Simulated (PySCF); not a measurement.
Species: sum formula H5SiN2O2, net charge 0, doublet state. It need not be the lowest isomer of its formula. SMILES: [NH][Si](N)(O)O
Geometry from a B3LYP-D3(BJ)/def2-TZVP (Ansatz) optimisation:
```xyz
10

Si    -0.0124     0.0104    -0.0204
O     -0.5498    -1.2822    -0.8634
O      1.6321    -0.0821    -0.1247
N     -0.4912     1.5201    -0.7473
N     -0.6779    -0.1154     1.5413
H     -0.0045    -1.5820    -1.5951
H      2.1595     0.5015     0.4251
H     -0.4090     2.3471    -0.1529
H     -1.0615     0.6687     2.0394
H     -0.9867    -0.9981     1.9152
```
Charge 0, spin multiplicity 2.

Dispersion corrections to the total energy (kcal/mol) from the dftd3 and dftd4 libraries through PySCF: D3(BJ) without and D4 with the three-body term, each with the damping fitted for the functional named.

```tsv
functional	D3(BJ)	D4
r2SCAN	-1.26	…
TPSS	…	-6.56
revPBE	-11.35	-15.26
B2GP-PLYP	-3.09	-2.01
BP86	…	-6.41
B3LYP	-7.97	-7.82
CAM-B3LYP	-3.56	-4.07
```

Problem. Some entries are withheld; supply them.

Solution. 
- r2SCAN, D4: -1.17
- TPSS, D3(BJ): -5.73
- BP86, D3(BJ): -7.28
